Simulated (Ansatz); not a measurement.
Reaction (isomerisation): `[SiH3][SiH]1BC1` → `[SiH3]C1B[SiH2]1`

Isolated molecules relaxed with PBE0-D4/def2-TZVP in Ansatz; ΔE leaves out vibrations. CCSD(T)/CBS adds triple-zeta CCSD(T) − MP2 to the extrapolated MP2 energy (def2 sets, frozen cores). Functionals use def2-TZVPP. B3LYP here is the variant with VWN-RPA as its local correlation; programs differ in this. HSE06 is defined as in plane-wave codes.

`[SiH3][SiH]1BC1`:

Cartesian coordinates in Å:
```
Si -0.340 -0.133 1.913
Si -0.831 -0.073 -0.355
B 0.197 -0.767 -1.815
C 0.941 0.391 -1.245
H 1.035 -0.679 2.070
H -1.302 -1.013 2.628
H -0.396 1.222 2.524
H -2.096 0.652 -0.668
H 0.023 -1.160 -2.922
H 1.444 0.352 -0.277
H 1.325 1.208 -1.853
```

`[SiH3]C1B[SiH2]1`:

Z-matrix (Å, degrees):
```
Si
C 1 1.871
H 1 1.486 2 110.4
H 1 1.488 2 109.4 3 119.5
H 1 1.485 2 110.7 3 -121.2
B 2 1.510 1 118.3 3 153.6
Si 2 1.919 1 104.4 3 81.5
H 2 1.093 1 106.9 3 -64.3
H 6 1.187 2 137.5 1 108.3
H 7 1.481 2 111.5 1 -6.4
H 7 1.484 2 119.5 1 -139.5
```

```tsv
level	ΔE (kcal/mol)	difference from CCSD(T)/CBS
LDA (SPW92)	-0.9	3.0
PBE-D4	0.0	3.9
revPBE-D4	-0.6	3.3
BLYP-D4	-1.2	2.7
r2SCAN-D4	-2.4	1.5
B97M-V	-2.0	1.9
PBE0-D4	-1.9	2.0
r2SCANh-D4	-2.8	1.1
r2SCAN0-D4	-3.5	0.4
HSE06-D4	-1.8	2.1
BHLYP-D4	-4.7	-0.8
ωB97X-V	-4.3	-0.4
B2PLYP	-3.2	0.7
PBE-QIDH	-4.0	-0.1
PBE	0.5	4.4
revPBE	0.9	4.8
BLYP	-0.1	3.8
r2SCAN	-2.3	1.6
PBE0	-1.5	2.4
B3LYP	-1.8	2.1
r2SCAN0	-3.4	0.5
HSE06	-1.5	2.4
BHLYP	-4.1	-0.2
CAM-B3LYP	-3.7	0.2
LC-ωPBE	-4.4	-0.5
RPA@PBE/def2-TZVPP	-3.6	0.3
HF/def2-SVP	-5.9	-2.0
MP2/def2-SVP	-4.4	-0.5
CCSD/def2-SVP	-3.6	0.3
HF/def2-TZVPP	-6.5	-2.6
MP2/def2-TZVPP	-5.2	-1.3
SCS-MP2/def2-TZVPP	-5.3	-1.4
CCSD/def2-TZVPP	-4.3	-0.4
CCSD(T)/def2-TZVPP	-3.6	0.3
HF/def2-QZVPP	-6.7	-2.8
MP2/def2-QZVPP	-5.4	-1.5
SCS-MP2/def2-QZVPP	-5.5	-1.6
HF/CBS(def2)	-6.7	-2.8
MP2/CBS(def2)	-5.5	-1.6
CCSD/CBS(def2)	-4.6	-0.7
CCSD(T)/CBS	-3.9	0
```

Problem. What do rigid-rotor, harmonic-oscillator terms from PBE0-D4/def2-TZVP frequencies (298.15 K, 1 bar) make of the CCSD(T)/CBS value? (An estimate is asked.)

Solution. Ansatz gave: ΔZPE = -0.9 kcal/mol, ΔH = -5.1 kcal/mol, ΔS = -9 J/(mol·K), ΔG = -4.4 kcal/mol.

Largest T1 diagnostic among the species: 0.014.

From BLYP to BHLYP (50 % exact exchange), in def2-TZVPP and without D4, ΔE moves by −4.0 kcal/mol. At CCSD(T), def2-SVP lies +0.9 kcal/mol from the extrapolated value and def2-TZVPP +0.3 kcal/mol. Leaving LDA and LC-ωPBE aside and taking each functional with its dispersion term where it has one, the values, not all of them listed here, spread over 4.9 kcal/mol, from ωB97M-V to PBE-D4. LDA lies −1.4 kcal/mol from PBE without D4.
